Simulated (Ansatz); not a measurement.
Frontier orbitals of `c1ccc2ocnc2c1`.

Z-matrix (Å, degrees):
```
C
C 1 1.385
C 1 1.399 2 121.7
H 1 1.084 2 119.4 3 180.0
C 2 1.388 1 117.1 3 0.0
H 2 1.083 1 121.9 3 -180.0
C 3 1.387 1 121.7 2 -0.0
H 3 1.084 1 119.1 2 180.0
C 5 1.392 2 120.0 1 0.0
N 5 1.390 2 131.5 1 -180.0
H 7 1.082 3 122.3 1 -180.0
O 9 1.363 5 107.5 2 -180.0
C 10 1.281 5 103.8 2 180.0
H 13 1.080 10 127.6 5 -180.0
```

Total charge 0; spin multiplicity 1. All single points use the PBE0-D4/def2-TZVP geometry. Basis def2-TZVPP, the Gaussian-basis code of Ansatz.

A caution on the coupled-cluster cation, which keeps the state that its UHF reference found: spin contamination of the cation.

```
             functional  HOMO (eV)  LUMO (eV)  gap (eV)
                    PBE      -6.14      -1.82      4.32
                 revPBE      -6.05      -1.73      4.32
                   BLYP      -5.95      -1.67      4.28
                 B97M-V      -6.22      -1.57      4.65
                   PBE0      -7.07      -0.94      6.13
HSE06 (plane-wave form)      -6.68      -1.31      5.37
                  BHLYP      -7.81       0.09      7.90
              CAM-B3LYP      -8.25       0.11      8.36
                LC-ωPBE      -9.51       1.12     10.63
                ωB97M-V      -9.08       1.06     10.14
                     HF      -8.78       2.67     11.45
```

Problem. What is the vertical ionisation energy at frozen-core CCSD(T)/CBS(def2)? (Best estimate.)

Solution. Ansatz gave: 9.18 eV (T1 of the cation 0.026).

A quarter of exact exchange (PBE0) shifts PBE's HOMO by −0.93 eV and its LUMO by +0.88 eV; full exchange at long range (ωB97M-V) shifts them by −2.94 and +2.88 eV. The gap opens from 4.31 to 10.14 eV, since occupied levels lose self-interaction and empty ones feel all the electrons. A positive LUMO is unbound and depends on the basis. −ε(HOMO) differs from that ionisation energy by −3.05 eV with PBE and −0.11 eV with ωB97M-V.

LC-ωPBE has ω = 0.4 bohr⁻¹.
